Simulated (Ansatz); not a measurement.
C3H5F3O can be A, `CC(F)(F)OCF`, or B, `COCC(F)(F)F`.

Program: Ansatz. Geometries: PBE0-D4/def2-TZVP. ΔE: electronic, gas phase. CCSD(T)/CBS adds triple-zeta CCSD(T) − MP2 to the extrapolated MP2 energy (def2 sets, frozen cores). Functionals use def2-TZVPP. One conformer a species, not always the lowest.

Q: Which is lower in electronic energy at CCSD(T)/CBS, and by how much? (Estimate.)

A: The calculation gave: A, by 11.1 kcal/mol.

Q: Give E(B) − E(A) in kcal/mol with BLYP-D4, MP2/def2-TZVPP, PBE0-D4, LDA (SPW92), r2SCAN-D4, CCSD(T)/def2-TZVPP, HF/def2-TZVPP. (Best estimate.)

A: Ansatz gave: BLYP-D4 10.5, MP2/def2-TZVPP 11.1, PBE0-D4 10.6, LDA (SPW92) 11.0, r2SCAN-D4 11.3, CCSD(T)/def2-TZVPP 10.8, HF/def2-TZVPP 10.9. None reverses the order clearly.

Q: Does the order hold for the free energy at 298.15 K (harmonic terms from PBE0-D4)? (Estimate.)

A: The calculation gave: Yes: G(B) − G(A) = +10.7 kcal/mol, for one conformer each. Modes under 60 cm⁻¹, often nearly free rotors, make the harmonic entropy too high.

Largest T1 diagnostic: 0.012.

Leaving LDA and LC-ωPBE aside and taking each functional with its dispersion term where it has one, the values, not all of them listed here, spread over 1.0 kcal/mol, from revPBE-D4 to r2SCAN-D4.
